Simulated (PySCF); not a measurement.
# Peak assignment

Cartesian coordinates in Å; atom numbers follow the order of the lines, from 1:
```xyz
18

C     2.6868    0.5325   -1.1010
Si    1.8578   -0.6315    0.1517
C     0.0017   -0.2808    0.2245
C    -0.5192    0.6528    1.1159
C    -1.8768    0.9105    1.1758
C    -2.7467    0.2340    0.3374
C    -2.2485   -0.6941   -0.5613
C    -0.8893   -0.9453   -0.6133
H     2.5492    1.5743   -0.8254
H     3.7550    0.3450   -1.1571
H     2.2756    0.4004   -2.0979
H     2.4336   -0.4170    1.4859
H     2.0608   -2.0278   -0.2564
H     0.1517    1.1846    1.7762
H    -2.2591    1.6383    1.8779
H    -3.8086    0.4281    0.3851
H    -2.9226   -1.2233   -1.2203
H    -0.5103   -1.6744   -1.3162
```

PySCF 2.14.0 with density-fitted response routines calculation with σ from GIAO-PBE0/pcSseg-1 and GFN2-xTB geometry; gas phase, no relativistic terms, one averaged value for each set of equivalent atoms, one computed conformer.

Scale: $^{13}$C (186.93 ppm), $^{1}$H (31.72 ppm) against TMS (reference shieldings calculated alike).

(1) Assign these signals to the numbered atoms. $^{13}$C{$^{1}$H} NMR (computed): δ 140.7, 140.6, 135.0, 133.2, -3.1.

(2) Assign these signals to the numbered atoms. $^{1}$H NMR (300 MHz, computed): δ 7.85 (d, 2H), 7.66 (m, 1H), 7.65 (m, 2H), 4.75 (q, 2H), 0.30 (t, 3H).

Answers

(1) 
140.7 → C4/C8, aromatic CH
140.6 → C3, substituted aromatic carbon
135.0 → C6, aromatic CH: the aromatic region
133.2 → C5/C7, aromatic CH
-3.1 → C1, methyl carbon bonded to Si: an electropositive neighbour leaves it electron-rich and shielded

C4/C8 and C3; C6 and C5/C7 lie closer than the usual error of such a calculation, so a measured spectrum could show them in the other order.

(2) 
7.85 → H14/H18, hydrogen on an aromatic CH: it sits in the deshielding region of the aromatic ring current
7.66 → H16, hydrogen on an aromatic CH
7.65 → H15/H17, hydrogen on an aromatic CH
4.75 → H12/H13, hydrogen on a silicon bonded to 2 C
0.30 → H9/H10/H11, hydrogen on a methyl carbon bonded to Si: an electropositive neighbour shields it, as in TMS itself

H16 and H15/H17 lie closer than the usual error of such a calculation, so a measured spectrum could show them in the other order.

Shifts are as computed. Against solution values, carbons near 30 ppm lie about +3 ppm off and those near 130 ppm about +5 ppm. Of 246 compounds with measured shifts, 49 miss one by over three times the rms of a fit or turn the order of signals round; such compounds aren't used in these exercises. No couplings were computed; multiplicities are counted from neighbouring protons, with m where these are inequivalent, close in shift, in a saturated or five-membered ring or joined by F or P, and br s for small geminal =CH2 splittings.
